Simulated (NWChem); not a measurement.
**What each level costs for Zn**

```
Zn
```
Charge 0, spin multiplicity 1.

Program: NWChem.

Basis set: def2-QZVP (84 functions). Each entry is one whole single-point run; the coupled-cluster runs use the TCE module, and the SCF and DFT modules converge to different thresholds.

The correlated methods keep 9 core orbitals frozen. B3LYP has NWChem's definition, with VWN1-RPA local correlation.

Problem. Roughly how much processor time does each of these take, relative to RHF: MP2, B2PLYP, PBE, B3LYP, BLYP, CR-CCSD(T)?

Solution. B3LYP about the same, within a factor of 3; BLYP about the same, within a factor of 3; PBE about the same, within a factor of 3; MP2 about the same, within a factor of 3; B2PLYP about 4; CR-CCSD(T) about 10 (rough ratios from shared machines).
